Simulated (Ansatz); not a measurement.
The same substitution along the group F, Cl, Br, I.

Computed with Ansatz on PBE0-D4/def2-TZVP structures; ΔE is electronic, products minus reactants. CCSD(T)/CBS is the MP2 limit (def2-TZVPP, def2-QZVPP) plus CCSD(T) − MP2 in def2-TZVPP, frozen cores. This one scheme is used for every species. def2 core potentials past Kr. For Br, Ge, I outer-core shells are correlated without core-valence functions, which leaves a few kJ/mol of doubt a bond. Scalar relativity is left out up to krypton. Each species was taken in one conformer, which may not be the lowest.

**Question.** Order these by ΔE at CCSD(T)/CBS, lowest first. (Best estimate.)
A. `FC1=C[SiH2]1` + `[NH2][GeH3]` → `[GeH3][NH]C1=C[SiH2]1` + H–F
B. `ClC1=C[SiH2]1` + `[NH2][GeH3]` → `[GeH3][NH]C1=C[SiH2]1` + HCl
C. `IC1=C[SiH2]1` + `[NH2][GeH3]` → `[GeH3][NH]C1=C[SiH2]1` + HI
D. `BrC1=C[SiH2]1` + `[NH2][GeH3]` → `[GeH3][NH]C1=C[SiH2]1` + HBr

**Answer.** A (-73.3 kJ/mol), B (-37.8 kJ/mol), D (-28.3 kJ/mol), C (-10.8 kJ/mol).

Largest T1 diagnostic: 0.014, for `FC1=C[SiH2]1`.
